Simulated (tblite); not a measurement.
Compound: C5H8F2O.
Atom-mapped SMILES: `[CH3:1][O:2][C@H:3]([F:4])/[CH:5]=[CH:6]\[CH2:7][F:8]` (hydrogens: H9, H10, H11 on C1; H12 on C3; H13 on C5; H14 on C6; H15, H16 on C7)

Computed with GFN2-xTB (tblite), gas phase: nudged elastic band of 9 images (0 to 8), spring 0.2 eV/Å², climbing image at the end, force threshold 0.05 eV/Å. The top image wasn't refined or checked by frequencies; at this threshold it can lie a kcal/mol or more above the true saddle point of the method.

The band describes a rotation about C3–O2 (sp3 C–F carbon, ether oxygen), followed by the dihedral F4–C3–O2–C1, from the optimised start (-68°) to a second optimised geometry at 66°.

Problem. How does the energy change from image to image?

Solution. 
| image | dihedral (°) | E (kJ/mol) | C3–O2 (Å) | F4···C1 (Å) | largest true force (eV/Å) |
| --- | --- | --- | --- | --- | --- |
| 0 | -68 | 0.00 | 1.372 | 2.83 | 0.01 |
| 1 | -58 | 1.30 | 1.373 | 2.74 | 0.03 |
| 2 | -44 | 6.46 | 1.379 | 2.65 | 0.06 |
| 3 | -28 | 14.06 | 1.388 | 2.59 | 0.09 |
| 4 | -7 | 22.37 | 1.398 | 2.56 | 0.07 |
| 5 | 15 | 25.09 | 1.398 | 2.58 | 0.04 |
| 6 | 45 | 14.99 | 1.385 | 2.69 | 0.08 |
| 7 | 66 | 5.93 | 1.377 | 2.84 | 0.05 |
| 8 | 66 | 2.41 | 1.377 | 2.83 | 0.01 |

Barriers of this band. The top is image 5 at 15°: 25.09 kJ/mol forward and 22.68 kJ/mol back; the end lies 2.41 kJ/mol above the start. The central bond is 0.026 Å longer at the top than at the start.

Other torsions move too; by image: O2–C3–C5–C6 (70, 64, 63, 66, 74, 84, 92, 95, 114°).

Problem. What rate follows at 350 K for crossing this barrier forward?

Solution. Taking the electronic barrier for the free energy of activation (no zero-point or entropy terms, transmission 1), rate = (kT/h)·exp(−ΔE/kT) ≈ 1 × 10^9 s⁻¹, whose inverse is 8 × 10^-10 s. An error of 1 kcal/mol in the barrier changes this by a factor of 4, and the method and the loose band can each miss by that much or more.

Problem. How would the two end points share their population at 350 K, from these energies alone?

Solution. exp(−ΔE/kT) with ΔE = 0.025 eV gives 0.44 for the higher one (end) against 1 for the lower, without vibrational, rotational or degeneracy terms. GFN2-xTB can put conformers this close in the wrong order.

Problem. How long is the path, and how are the images spaced?

Solution. Cartesian distances between aligned neighbours (all atoms, Å): 0.71, 0.70, 0.65, 0.65, 0.68, 1.18, 1.26, 1.18; the sum is 7.01 Å, and the top lies 48 % of the way along.

The cost below is that of the whole band run. The run took 4.9 s wall on an Arm Neoverse V1 with one thread (shared host), and the process peaked at 0.18 GiB of memory.
